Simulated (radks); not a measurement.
Species: the iodine ion I21+. Configuration: [Ar] 3d10 4s2 4p2 (the NIST ground configuration). Method: Dirac Kohn-Sham, PBE, spin-unpolarised, spherical densities, point nucleus; open shells are shared between the two j in proportion to 2j + 1; computed with a radial shooting solver on a logarithmic mesh with Libxc functionals.

Spin-orbit splittings of the eigenvalues, e(l+1/2) - e(l-1/2), with zeta = 2 splitting/(2l+1) and mean radii in bohr:

| shell | occ. | splitting (eV) | zeta (eV) | <r> j=l-1/2 | <r> j=l+1/2 |
|---|---|---|---|---|---|
| 2p | 6 | 299.5 | 199.7 | 0.09833 | 0.1040 |
| 3p | 6 | 57.93 | 38.62 | 0.2999 | 0.3109 |
| 3d | 10 | ? | ? | 0.2803 | 0.2838 |
| 4p | 2 | 15.78 | 10.52 | 0.6692 | 0.6861 |

Estimate the 3d splitting.

Answer. 12.39 eV (zeta = 4.954 eV).
